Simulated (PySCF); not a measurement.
**Ionisation energy of O²⁺ by level of theory**

O²⁺ [He] 2s2 2p2 (3P) → O³⁺ [He] 2s2 2p1 (2P), as a difference of total energies. Calculation: PySCF 2.14, in aug-cc-pwCVTZ; the non-relativistic Hamiltonian (point nucleus). Correlated levels: valence: 1s2 frozen. The calculations carry no spin-orbit coupling.

| method | ionisation energy (eV) |
| --- | --- |
| UHF | 54.583 |
| MP2 (valence) | 54.981 |
| SCS-MP2 (valence) | 54.828 |
| CCSD (valence) | 54.766 |
| CCSD(T) (valence) | 54.776 |

Errors of the correlated levels include the incompleteness of this basis and the frozen core.

Which method comes closest to the reference value, and which is furthest?

The reference is 54.936 eV (semi-empirical (NIST evaluation); NIST Atomic Spectra Database, ionization energies). Closest: MP2 (valence) (error 0.045 eV); furthest: UHF (error -0.353 eV).
